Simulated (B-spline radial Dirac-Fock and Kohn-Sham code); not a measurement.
# Two-hole binding energies of Au⁶⁺

System: gold as Au⁶⁺, [Xe] 4f14 5d5.

The computed values come from a radial atomic solver: ΔSCF Dirac-Fock with Breit, self-energy and vacuum polarisation, finite nucleus, configuration average. U is the two-hole binding energy less the two single-hole energies, the effective repulsion of the holes after relaxation. Each two-hole energy is an average over J within one jj subconfiguration.

```tsv
holes	E(a) (eV)	E(b) (eV)	E(ab) (eV)	U (eV)
1s⁻²	80822.4	80822.4	?	?
1s⁻¹ 2p3/2⁻¹	80822.4	12022.3	93215.4	370.6
1s⁻¹ 3d3/2⁻¹	80822.4	2394.7	83332.8	115.7
1s⁻¹ 3d5/2⁻¹	80822.4	2309.2	83241.9	110.3
2s⁻²	14464.4	14464.4	29178.0	249.2
2s⁻¹ 2p1/2⁻¹	14464.4	13837.1	28540.3	238.9
2s⁻¹ 2p3/2⁻¹	14464.4	12022.3	26706.5	219.8
2p3/2⁻²	12022.3	12022.3	24302.5	258.0
2p1/2⁻¹ 3p3/2⁻¹	13837.1	2852.0	16793.0	104.0
2p1/2⁻¹ 3d5/2⁻¹	13837.1	2309.2	16257.1	110.8
2p3/2⁻¹ 3p1/2⁻¹	12022.3	3257.0	15389.8	110.5
3p1/2⁻²	3257.0	3257.0	6597.4	83.4
3p3/2⁻²	2852.0	2852.0	5775.2	71.2
3d5/2⁻²	2309.2	2309.2	4700.9	82.5
```

Task: Give the missing two-hole energy and U.

Result: E(ab) = 163195.6 eV and U = 1550.8 eV.

Run: 61 s of CPU time on 1 thread of Intel(R) Xeon(R) Platinum 8375C CPU @ 2.90GHz (shared host), peak memory 0.57 GiB.
